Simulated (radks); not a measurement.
Spherical quantum dot in the effective-mass picture: electrons in a hard-walled sphere of radius 4.55, all in effective atomic units (hartree* = m*/eps^2 hartree, bohr* = eps/m* bohr), one dielectric constant everywhere. Method: non-relativistic Kohn-Sham, exchange-only LDA, spin-polarised, spherical densities; computed with a radial shooting solver with Libxc functionals. Levels are named by radial order and angular momentum (1s, 1p, 1d, 2s, ...), and open shells are averaged over m.

N = 31, configuration 1s2 1p6 1d10 1f(up 7, down 6). This is the lowest configuration that the search found. Occupied and some empty levels:

level,occupation,eigenvalue (hartree*),<r> (bohr*)
1s up,1,8.7037,3.253
1s down,1,8.7134,3.250
1p up,3,8.8117,3.326
1p down,3,8.8217,3.324
1d up,5,9.0088,3.397
1d down,5,9.0190,3.396
1f up,7,9.2857,3.461
1f down,6,9.2961,3.461
1g up,0,9.6366,3.518
1g down,0,9.6472,3.518
2s up,0,9.6745,2.013
2s down,0,9.6776,2.011
2p up,0,10.068,2.373
2p down,0,10.073,2.372
2d up,0,10.545,2.599
2d down,0,10.551,2.598

Energy (hartree*): total 153.440, kinetic 32.955, external 0, Hartree 131.45, exchange-correlation -10.962.
